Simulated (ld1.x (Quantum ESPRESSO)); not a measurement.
Configuration tests for sulfur (S) (TM)

```
Element                 : sulfur (S)
Generator               : ld1.x (Quantum ESPRESSO) 7.5
Type                    : norm-conserving Troullier–Martins (Kleinman–Bylander form)
Functional              : LDA (PZ)
Relativity              : scalar-relativistic
Frozen core             : [Ne]
Valence charge          : 6
Reference configuration : 3s1.75 3p4.25
Partial waves           : 3p (bound): rc 1.50 bohr; 3s (bound): rc 1.50 bohr
Local potential         : the s channel
Core correction         : Bessel-smoothed model core inside 0.80 bohr
```

Energies are relative to the spin-unpolarised reference configuration 3s1.75 3p4.25; without spin polarisation the order of configurations can differ from experiment. Spin-polarised rows fill each open shell by Hund’s rule, majority spin first.

| valence configuration | charge | ΔE all-electron (eV) | error AE − PS (meV) |
| --- | --- | --- | --- |
| 3s2 3p4 | 0 | -2.547 | 0.0 |
| 3s2 3p3 | +1 | 9.315 | +3.0 |
| 3s2 3p2 | +2 | 31.689 | +24 |
| 3s2 3p0 | +4 | 112.829 | +205 |
| 3s2 3p1 | +3 | 65.846 | +84 |
| 3s2 3p3.5 | +0.5 | 2.161 | +0.3 |
| 3s1 3p4 | +1 | 20.113 | +4.5 |
| 3s1.75 3p4.25 (spin-polarised) | 0 | -0.738 | +9.6 |

Q: What are ΔE and the potential's error for 3s2 3p4 (spin-polarised)?

A: ΔE = -3.253 eV all-electron; the error (AE − PS) is +8.7 meV.
